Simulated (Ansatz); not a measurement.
Consider the atomization: `O=[CH][Al]([OH])[SiH3]` → Al• + C• + 5 H• + 2 O• + Si•.

Calculated with Ansatz (gas phase, PBE0-D4/def2-TZVP geometries, no zero-point term in ΔE). CCSD(T)/CBS adds triple-zeta CCSD(T) − MP2 to the extrapolated MP2 energy (def2 sets, frozen cores). This one scheme is used for every species, atoms too. DFT in def2-TZVPP. B3LYP here is the variant with VWN-RPA as its local correlation; programs differ in this. HSE06 is defined as in plane-wave codes. Open shells (•) are unrestricted, without spin–orbit coupling. Spin–orbit coupling would lower the free atoms: a little for Al, C, O, Si. Each species was taken in one conformer, which may not be the lowest.

```
           level  ΔE (kcal/mol)  difference from CCSD(T)/CBS
          PBE-D4          847.1                         10.6
        B3LYP-D4          831.3                         -5.2
      r2SCAN0-D4          815.9                        -20.6
        HSE06-D4          826.6                         -9.9
        BHLYP-D4          801.0                        -35.5
         ωB97M-V          834.8                         -1.7
          B2PLYP          823.8                        -12.7
            BLYP          825.2                        -11.3
         r2SCANh          826.4                        -10.1
         r2SCAN0          814.6                        -21.9
           BHLYP          795.0                        -41.5
       CAM-B3LYP          831.5                         -5.0
CCSD(T)/def2-SVP          780.6                        -55.9
 CCSD/def2-TZVPP          797.2                        -39.3
    HF/CBS(def2)          589.4                       -247.1
  CCSD/CBS(def2)          822.1                        -14.4
     CCSD(T)/CBS          836.5                            0
```

(1) What do rigid-rotor, harmonic-oscillator terms from PBE0-D4/def2-TZVP frequencies (298.15 K, 1 bar) make of the CCSD(T)/CBS value? (Best estimate.)

Largest T1 diagnostic among the species: 0.018.

## Answers

(1) Ansatz gave: ΔZPE = -35.0 kcal/mol, ΔH = +810.2 kcal/mol, ΔS = 994 J/(mol·K), ΔG = +739.4 kcal/mol. Open shells count their whole term as degenerate. Modes under 50 cm⁻¹ make the entropy rough.

Leaving LDA and LC-ωPBE aside and taking each functional with its dispersion term where it has one, the values spread over 46.2 kcal/mol, from BHLYP-D4 to PBE-D4. LDA lies +111.1 kcal/mol from PBE without D4, its usual overbinding. From r2SCAN to r2SCAN0 (25 % exact exchange), in def2-TZVPP and without D4, ΔE moves by −20.1 kcal/mol: exact exchange takes away binding that semilocal exchange gives to molecules.

For atomizations the MP2-based limit and the directly extrapolated one differ by several kJ/mol either way, and by 10 to 25 for some Ge, Se and Sn compounds, so smaller differences from it don't rank the levels.
